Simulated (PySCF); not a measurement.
# Radial density of F²⁺ (fluorine, charge +2)

B3LYP, [He] 2s2 2p2 3d1, one real determinant (an excited configuration). Computed with PySCF 2.14 in aug-cc-pVDZ-DK, with scalar relativity by spin-free X2C-1e.

```tsv
r (bohr)	4πr²ρ (e/bohr)	4πr²(ρα − ρβ)
0.00373	0.07839	0.0000
0.00628	0.2106	0.0001
0.0106	0.5403	0.0003
0.0178	1.329	0.0008
0.0299	3.003	0.0022
0.0503	5.885	0.0073
0.0846	9.021	0.0329
0.142	9.276	0.1676
0.239	5.340	0.6530
0.402	3.312	1.6294
0.677	4.727	2.3139
1.14	2.887	1.5393
1.92	0.9259	0.7940
3.22	0.03407	0.0336
5.42	8.486e-05	0.0001
```

Densities and radii are taken from the X2C orbitals without a picture-change correction, which distorts them close to the nucleus.

⟨L²⟩ = 8.00 against 12 for a pure F term, so this real determinant mixes terms. The outer electron is Rydberg-like, and this basis confines it to a smaller radius and binds it less than a complete one would.
